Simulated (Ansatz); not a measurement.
Reaction (hydrogenolysis of the Si–O bond): `[OH][GeH2][NH][SiH](O)O` + H₂ → `O[SiH2][NH][GeH2][OH]` + H₂O

Isolated molecules relaxed with PBE0-D4/def2-TZVP in Ansatz; ΔE leaves out vibrations. CCSD(T)/CBS is the MP2 limit (def2-TZVPP, def2-QZVPP) plus CCSD(T) − MP2 in def2-TZVPP, frozen cores. This one scheme is used for every species. Functionals use def2-TZVPP. B3LYP here is the variant with VWN-RPA as its local correlation; programs differ in this. For Ge outer-core shells are correlated without core-valence functions, which leaves a few kJ/mol of doubt a bond. Scalar relativity is left out up to krypton. Each species was taken in one conformer, which may not be the lowest.

`[OH][GeH2][NH][SiH](O)O`:

Z-matrix (Å, degrees):
```
Ge
N 1 1.825
O 1 1.799 2 107.8
H 1 1.537 2 108.5 3 -119.8
H 1 1.528 2 112.5 3 112.2
Si 2 1.714 1 122.5 3 -44.3
H 2 1.009 1 116.1 3 115.1
H 3 0.960 1 112.5 2 -73.1
O 6 1.644 2 105.3 1 126.1
O 6 1.633 2 107.6 1 2.2
H 6 1.480 2 115.3 1 -114.5
H 9 0.958 6 116.7 2 163.2
H 10 0.968 6 116.3 2 39.0
```

H₂:

Z-matrix (Å, degrees):
```
H
H 1 0.746
```

`O[SiH2][NH][GeH2][OH]`:

Z-matrix (Å, degrees):
```
Si
N 1 1.729
O 1 1.638 2 108.4
H 1 1.484 2 113.5 3 -116.5
H 1 1.490 2 106.8 3 123.6
Ge 2 1.816 1 123.7 3 16.7
H 2 1.009 1 117.3 3 -138.1
H 3 0.968 1 114.5 2 30.2
O 6 1.800 2 104.2 1 -50.0
H 6 1.537 2 109.3 1 -167.5
H 6 1.537 2 112.5 1 65.8
H 9 0.960 6 113.5 2 159.2
```

H₂O:

```xyz
3

O     0.034   -0.255   -0.292
H    -0.775    0.069    0.108
H     0.741    0.185    0.184
```

**Question.** Is it downhill or uphill in electronic energy at CCSD(T)/CBS, and by how much? (Best estimate.)

**Answer.** The calculation gave: Uphill: ΔE = +105.1 kJ/mol.

**Question.** What do these levels give: r2SCAN-D4, ωB97X-V, B2PLYP, r2SCAN, PBE0, B3LYP, HF/def2-TZVPP, MP2/def2-TZVPP, HF/def2-QZVPP, MP2/def2-QZVPP, SCS-MP2/def2-QZVPP, MP2/CBS(def2)? (Best estimate.)

**Answer.** Ansatz gave: r2SCAN-D4 113.2, ωB97X-V 105.9, B2PLYP 106.1, r2SCAN 112.1, PBE0 98.0, B3LYP 101.0, HF/def2-TZVPP 97.6, MP2/def2-TZVPP 111.4, HF/def2-QZVPP 97.8, MP2/def2-QZVPP 110.7, SCS-MP2/def2-QZVPP 106.8, MP2/CBS(def2) 110.2 kJ/mol.

Largest T1 diagnostic among the species: 0.012.

The D4 term adds +6.0 kJ/mol with B3LYP and +3.3 kJ/mol with PBE0; it sums over pairs of atoms, weighted by their polarisabilities, and B3LYP, whose exchange is more repulsive, gets the larger term. In def2-TZVPP, CCSD(T) changes the Hartree–Fock value by +8.7 kJ/mol (the triples alone add +2.9 kJ/mol) and MP2 by +13.7 kJ/mol.
